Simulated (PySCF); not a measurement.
BH₂, SMILES [BH2], multiplicity 2. Atoms are numbered in the order given.

```xyz
3

B      0.0000     0.0000     0.1453
H      0.0000    -1.0783    -0.3633
H      0.0000     1.0783    -0.3633
```
Charge 0, spin multiplicity 2.

Geometry: ωB97X-D3(BJ)/def2-TZVPD. The isomer is the one that the SMILES or the coordinates give; other isomers of the formula were not compared.

Computed with TDA-PBE/def2-TZVPD (PySCF).

Vertical excitations. The molecule is in vacuum.

Q: Give excitation energies, oscillator strengths and character. (An estimate is asked for; the answer gives what the named calculation found.)

A: 
```tsv
state	energy (eV)	λ (nm)	f	main pairs
root 1	1.31	949	0.003	α HOMO→LUMO 100 %
root 2	4.85	256	0.055	α HOMO→LUMO+1 100 %
root 3	5.21	238	0.000	α HOMO−1→LUMO 68 %, β HOMO→LUMO 32 %
root 4	6.14	202	0.000	α HOMO−1→LUMO 32 %, β HOMO→LUMO 68 %
root 5	6.24	199	0.002	α HOMO→LUMO+2 7 %, β HOMO→LUMO+1 92 %
root 6	6.58	188	0.016	α HOMO→LUMO+3 99 %
root 7	6.61	188	0.001	α HOMO→LUMO+2 92 %, β HOMO→LUMO+1 6 %
root 8	7.12	174	0.128	α HOMO→LUMO+4 97 %
root 9	7.37	168	0.001	α HOMO→LUMO+5 96 %
root 10	7.53	165	0.000	α HOMO→LUMO+6 100 %
```
Unrestricted roots are not spin-pure.
